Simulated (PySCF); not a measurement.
**Where the electron goes**

C4H12PSi (charge +1).
Structure used (GFN2-xTB), in Å, numbered top down from 1:
```xyz
18
C4H12PSi angstrom
C     -1.0635   -0.4893    1.6490
C     -1.3057   -0.1014    0.4022
C     -2.5776   -0.3205   -0.3545
P     -0.0705    0.8043   -0.5467
C      1.5702    0.9566    0.1453
Si     2.6369   -0.6849    0.0386
H     -1.8116   -1.0108    2.2237
H     -0.1239   -0.3078    2.1444
H     -2.9231    0.6086   -0.8109
H     -2.4246   -1.0469   -1.1537
H     -3.3554   -0.6961    0.3048
H     -0.0050    0.2261   -1.7978
H     -0.6122    2.0458   -0.8284
H      2.0790    1.7447   -0.4150
H      1.4733    1.3036    1.1762
H      1.8907   -1.7073    0.7704
H      2.6991   -0.9847   -1.3913
H      3.9150   -0.3336    0.6379
```

Method used: TDDFT B3LYP/def2-SVPD, vertical, gas phase, core orbitals frozen in the response (PySCF).

Kohn–Sham orbitals with the atoms that hold most of them (Löwdin shares over 4%, at most four atoms; ? is withheld):

```json
{"orbital": "LUMO+2", "ε (eV)": "-4.25", "atoms": "P4 30%, H13 12%, C5 11%, H12 10%"}
{"orbital": "LUMO+1", "ε (eV)": "-4.59", "atoms": "P4 30%, Si6 12%, C5 10%, H12 9%"}
{"orbital": "LUMO", "ε (eV)": "-5.54", "atoms": "C1 34%, C2 23%, P4 16%, H13 6%"}
{"orbital": "HOMO", "ε (eV)": "-12.33", "atoms": "?"}
{"orbital": "HOMO-1", "ε (eV)": "-13.63", "atoms": "C5 39%, Si6 26%, H16 9%, P4 7%"}
{"orbital": "HOMO-2", "ε (eV)": "-13.66", "atoms": "Si6 35%, H16 23%, H18 16%, C5 7%"}
{"orbital": "HOMO-3", "ε (eV)": "-13.70", "atoms": "Si6 40%, H17 31%, H18 15%, C5 6%"}
```

(1) Which atoms hold the HOMO, and with what shares?

(2) How does S1 compare with the orbital gap of 6.79 eV?

Results:

(1) C2 (bonded to 2 C and P) 35%; C1 (bonded to C and 2 H) 34%; C3 (bonded to C and 3 H) 10%; P4 (bonded to 2 C and 2 H) 4%. By element: carbon 79% or more, phosphorus 4%.

(2) S1 is at 6.62 eV (f = 0.133), 0.17 eV below the gap, made of HOMO→LUMO (68%), HOMO→LUMO+1 (24%). 

Next come S2 at 6.78 eV (f 0.060), HOMO→LUMO+1 (72%), HOMO→LUMO (22%); S3 at 7.10 eV (f 0.0029), HOMO→LUMO+2 (84%); S4 at 7.23 eV (f 0.0072), HOMO-1→LUMO (53%), HOMO-2→LUMO (28%), HOMO-4→LUMO (9%); S5 at 7.26 eV (f 0.018), HOMO-1→LUMO (45%), HOMO-2→LUMO (38%), HOMO-4→LUMO (12%).

One conformer stands for the species.
